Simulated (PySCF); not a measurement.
# Dy+: excitation energy

Dy+ [Xe] 4f10 6s1 (high-spin determinant) → Dy+ [Xe] 4f10 6p1 (high-spin determinant), as a difference of total energies. Computed with PySCF 2.14 in x2c-TZVPPall with one added diffuse shell each of s, p, d, f type (12s8p8d5f2g, 129 functions), with the spin-free X2C one-electron Hamiltonian (Gaussian nucleus). Correlated levels: valence: [Kr] 4d10 frozen; valence and next inner shell: [Ar] 3d10 frozen. The calculations carry no spin-orbit coupling.

```tsv
method	excitation energy (cm⁻¹)
UHF	24582
LDA	27916
PBE	26277
PBE0	25888
r2SCAN	25416
MP2 (valence)	28235
SCS-MP2 (valence)	27432
MP2 (valence and next inner shell)	28482
SCS-MP2 (valence and next inner shell)	27659
```

A first-order spin-orbit estimate (lowest level to lowest level, LS coupling) adds 0.077 eV.

The determinant of the upper state and of the lower state mixes LS terms, which raises its energy above the lowest term, most at the Hartree-Fock and MP2 levels.
